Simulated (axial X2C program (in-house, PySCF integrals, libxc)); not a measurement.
# Density and ELF of ZrCl

Computed with an axial X2C code built on PySCF integrals. Two-component (2c) means X2C with spin–orbit coupling and atomic mean-field two-electron Coulomb and Gaunt terms. Basis: Zr dyall-cv3z [11s12p9d6f3g], Cl dyall-av3z [9s8p3d2f] (cores contracted in-house); Gaussian nuclei, density fitting, unrestricted open shells. Masses: Zr 89.905 u, Cl 34.969 u.

PBE0, two-component, state Ω = 3/2 (⟨Sz⟩ = 1.50, ⟨Lz⟩ = 0.00 at PBE0); Zr at z = 0, Cl at z = 2.337 Å.

The maps cover the half plane through the axis: z from -2.4 to 4.5 Å along the bond, ρ from 0.15 to 2.25 Å away from it (steps of 0.3 Å, the bottom row nearest the axis).

log10 of the density in e/bohr³:

digits 0 to 9 span -4.68 to 1.60 evenly
```
112222333332222222211100
112233333333333333222110
122233444433333333332210
122334444444444444433221
222334555554445555543321
222344566655555666554322
222345677765556666654332
222346789866566897654432
```

Electron localisation function (collinear form, no current term, damped to 0 at low density):

digits 0 to 9 span 0.00 to 1.00 evenly
```
001345666532000000000000
012345666542101122100000
012345566531113444321000
011123455421135676642100
110001356520267888764200
100001478730378888876310
100015742472387105886410
100038844474483781887420
```

Axial spin density in 10⁻³ e/bohr³:

digits 0 to 9 span -7.15 to 7.15 evenly, values beyond are clipped
```
555556666665555555555555
555566788876555555555555
555668999997655554444555
555679999998655544444445
555679999998655444444445
555568999998654433444444
555556999997654333344444
555559979599754504344444
```

The state is one determinant whose occupation by symmetry is held fixed; it was picked as the lowest of a PBE0 search that is not exhaustive. Density functionals use the spin component along the axis (collinear). Other states lie close and PBE0, whose exact exchange favours high spin, may order them wrongly; the determinant shown need not be the ground state. The nearest other 2c determinant of the search, Ω = 3/2, lies 0.12 eV up at the distance of the search. With several unpaired electrons one determinant need not be a pure state. This is the top spin component of a Σ state; components of lower Ω are not single determinants and can lie lower.
